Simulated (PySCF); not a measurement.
**Simulated characterisation data**

Calculated, not measured (PySCF): shielding tensors at PBE0/pcSseg-1 (GIAO), GFN2-xTB geometry. One conformer, isolated molecule, one averaged value for each set of equivalent atoms, relativity neglected.

Shifts are taken against calculated references (same method and geometry level): 1H (σ = 31.72 ppm) and 13C (σ = 186.93 ppm) against TMS. Where no couplings were computed, multiplicities follow the n + 1 count of equivalent neighbours, and m marks all less simple cases (inequivalent or close neighbours, rings, F or P nearby). Shifts are as computed. Against solution values, carbons near 30 ppm lie about +3 ppm off and those near 130 ppm about +5 ppm. Of 1211 compounds with measured shifts, 218 miss one by over three times the rms of a fit or turn the order of signals round; such compounds aren't used in these exercises. OH and NH positions are gas-phase values without hydrogen bonding to other molecules.

Compound 1 (C₃H₁₂N₂Si₃). 1H NMR (400 MHz, computed): δ 5.39 (m, 1H), 3.73 (m, 3H), 3.46 (m, 1H), 3.39 (m, 1H), 2.67 (s, 6H). 13C{1H} NMR (computed): δ 125.9 (C), 42.7 (CH3). Structure: SMILES [SiH2]([Si@@H](N(C)C)C#N)[SiH3].

Compound 2 (C₇H₈O₂). 1H NMR (400 MHz, computed): δ 10.53 (s, 1H), 6.70 (s, 1H), 4.59 (s, 2H), 3.20 (br s, 1H), 2.40 (s, 3H). 13C{1H} NMR (computed): δ 200.7 (CH), 156.4 (C), 136.0 (CH), 115.7 (C), 81.7 (C), 69.4 (CH2), 6.4 (CH3). Structure: SMILES CC#C/C=C(\C=O)CO.
